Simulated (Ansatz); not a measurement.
`C[B]1C[BH][Al]1[CH3]`, charge 0, multiplicity 1.

Question: Give a relaxed structure at PBE0-D4/def2-TZVP (Ansatz). (Best estimate.)

Answer: The calculation gave: 
Cartesian coordinates in Å:
```
C 1.556 0.720 -1.710
B 0.461 0.521 -0.615
C -0.495 1.681 -0.118
B -0.517 1.267 1.351
Al -0.392 -0.774 0.884
C -1.007 -2.594 1.244
H 1.382 1.576 -2.370
H 1.762 -0.168 -2.309
H 2.483 0.941 -1.159
H -0.506 2.688 -0.534
H -1.119 0.979 -0.782
H -0.162 2.043 2.192
H -1.107 -2.789 2.315
H -1.996 -2.744 0.796
H -0.342 -3.348 0.814
```
This is one stationary point; other conformers may exist.
